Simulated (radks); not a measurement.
The numbers below are computed, except where a source is named.
The oxygen anion O2-, [Ne], held by a Watson sphere: a shell of charge +2 at radius R that stands for the Madelung well of a crystal (potential energy -2/R inside, -2/r outside, in hartree with lengths in bohr). Code: a radial shooting solver on a logarithmic mesh with Libxc functionals. Model: scalar-relativistic Kohn-Sham, PBE, spin-polarised, spherical densities, finite nucleus; Fermi nuclear charge, rms radius of each element as measured or else 0.836 A^(1/3) + 0.57 fm. Response by self-consistent Sternheimer equations with the Hartree and adiabatic LDA kernel, the relativistic mass of each level held fixed and spin-orbit coupling left out. The sphere does not respond.

| R (bohr) | e(1s) (eV) | e(2s) (eV) | e(2p) (eV) | <r> 2p (bohr) | sum of <r^2> (bohr^2) | X-ray form factor at sin(theta)/lambda = 0.1 1/angstrom | alpha (bohr^3) |
|---|---|---|---|---|---|---|---|
| 1.78 | -508.51 | -23.123 | -8.543 | 1.437 | 20.14 | 8.700 | 11.91 |
| 2.14 | -508.50 | -21.464 | -7.222 | 1.524 | 22.68 | 8.572 | 17.13 |
| 2.36 | -508.35 | -20.629 | -6.512 | 1.573 | 24.23 | 8.500 | 21.29 |
| 3.08 | -507.63 | -18.639 | -4.679 | 1.719 | 29.44 | 8.292 | 42.28 |
| 3.1 | -507.61 | -18.597 | -4.637 | 1.723 | 29.59 | 8.287 | 43.07 |
| 3.67 | -507.06 | -17.606 | -3.633 | 1.828 | 34.07 | 8.149 | 72.16 |
